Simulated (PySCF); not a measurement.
Below is a simulated gas-phase C 1s photoelectron spectrum of `[SiH3]OC1=CC=CC1`.

Every computed line was given a Gaussian of 0.7 eV full width at half maximum and an area set by the number of equivalent atoms; the highest printed point is 100. Theory: PySCF 2.14.0, delta-SCF UKS SCAN, pcX-2 on the ionised atom, pcseg-1 elsewhere, spin-free X2C.

| binding energy (eV) | intensity |
| --- | --- |
| 288.6 | 0 |
| 288.7 | 1 |
| 288.8 | 2 |
| 288.9 | 4 |
| 289.0 | 9 |
| 289.1 | 17 |
| 289.2 | 29 |
| 289.3 | 45 |
| 289.4 | 64 |
| 289.5 | 81 |
| 289.6 | 94 |
| 289.7 | 100 |
| 289.8 | 100 |
| 289.9 | 94 |
| 290.0 | 85 |
| 290.1 | 74 |
| 290.2 | 63 |
| 290.3 | 51 |
| 290.4 | 41 |
| 290.5 | 34 |
| 290.6 | 31 |
| 290.7 | 33 |
| 290.8 | 39 |
| 290.9 | 46 |
| 291.0 | 52 |
| 291.1 | 56 |
| 291.2 | 57 |
| 291.3 | 58 |
| 291.4 | 57 |
| 291.5 | 56 |
| 291.6 | 52 |
| 291.7 | 45 |
| 291.8 | 36 |
| 291.9 | 26 |
| 292.0 | 17 |
| 292.1 | 10 |
| 292.2 | 5 |
| 292.3 | 2 |
| 292.4 | 1 |
| 292.5 | 0 |
| 292.6 | 0 |

Q: Count the maxima, the lines and the sites behind this envelope.

A: The curve has 2 maxima (at 289.7 and 291.3 eV). Under it lie 5 lines from 5 inequivalent carbon sites. At this width some lines have no maximum of their own.

Q: Decompose the envelope and assign each component. Numbering: `[SiH3:1][O:2][C:3]1=[CH:4][CH:5]=[CH:6][CH2:7]1`.

A: 
| position (eV) | relative area | line | atoms | environment |
| --- | --- | --- | --- | --- |
| 289.58 | 1 | C 1s | C6 | alkene CH carbon |
| 289.72 | 1 | C 1s | C4 | alkene CH carbon |
| 290.15 | 1 | C 1s | C5 | alkene CH carbon |
| 291.03 | 1 | C 1s | C7 | allylic carbon |
| 291.58 | 1 | C 1s | C3 | vinylic carbon bearing oxygen |

Lowest listed C 1s: C6, bonded to C (double bond), C and H. Highest, 2.00 eV above it: C3, bonded to O, C (double bond) and C.

The curve has no shake-up lines and no vibrational structure. Spin contamination (⟨S²⟩ against 0.75 for a pure doublet) is marked for C 1s of C3 (0.90) and C 1s of C5 (0.88), which makes these values less certain. Isolated species at its PBE0-D3(BJ)/def2-SVP geometry (one conformer only).

Time: 3.6 min; peak memory 0.60 GiB. Hardware: one thread of an Intel Xeon at 2.50 GHz, shared host with 64 logical CPUs at a one-minute load of 63.

Conformer computed: `[SiH3:1][O:2][C:3]1=[CH:4][CH:5]=[CH:6][CH2:7]1`: Si1–O2–C3–C4 180°.
